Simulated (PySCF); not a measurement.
Isomers of H5NSi2. All species are isolated molecules in the gas phase. Strings in code marks are SMILES.

The four lowest singlet excitations (Tamm–Dancoff). The numbers are results of PySCF with PBE-D3(BJ)/def2-TZVP // CAM-B3LYP-D3(BJ)/def2-TZVP, not measurements. Excitations are Tamm–Dancoff values on a coarser integration grid. The basis has no diffuse functions, so Rydberg states are missing or too high.

```json
[
 {"state": "S1", "energy (eV)": "3.94", "wavelength (nm)": "315", "oscillator strength": "0.001"},
 {"state": "S2", "energy (eV)": "4.25", "wavelength (nm)": "292", "oscillator strength": "0.412"},
 {"state": "S3", "energy (eV)": "5.08", "wavelength (nm)": "244", "oscillator strength": "0.004"},
 {"state": "S4", "energy (eV)": "5.22", "wavelength (nm)": "238", "oscillator strength": "0.032"}
]
```

Question: Identify which member gives these states.
(A) `[SiH2]=N[SiH3]`
(B) `[H]/N=[SiH]\[SiH3]`
(C) `N[SiH]=[SiH2]`

Answer: C, `N[SiH]=[SiH2]`
